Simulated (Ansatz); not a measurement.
CH$_{4}$F$_{2}$O$_{2}$Sn, SMILES `C[O][Sn]([OH])([F])[F]` at its PBE0-D4/def2-TZVP geometry, where that method's forces vanish. Total charge 0; spin multiplicity 1. Sn takes the def2 core potential.

```xyz
10

C    -1.0182   -0.3177   -1.5398
O    -0.9277   -0.4385   -0.1270
Sn    0.6152    0.2007    0.8190
O     0.2451    0.3939    2.6958
F     2.1204   -0.9464    0.6241
F     1.1589    1.8412    0.0295
H    -2.0347   -0.6040   -1.8160
H    -0.8406    0.7068   -1.8803
H    -0.3179   -0.9884   -2.0476
H     0.9995    0.1525    3.2423
```

(1) What forces (eV/Å) does PBE-D4/def2-TZVPP give on these atoms in the Gaussian-basis code of Ansatz? (An estimate is asked.)

Results:

(1) Computed: 
```
C1   0.058  0.050 -0.231
O2  -0.624 -0.304  0.181
Sn3 -0.004 -0.029  0.077
O4  -0.567  0.200  0.440
F5   0.606 -0.467 -0.081
F6   0.210  0.669 -0.319
H7  -0.226 -0.064 -0.055
H8   0.027  0.208 -0.105
H9   0.139 -0.138 -0.138
H10  0.382 -0.125  0.231
```
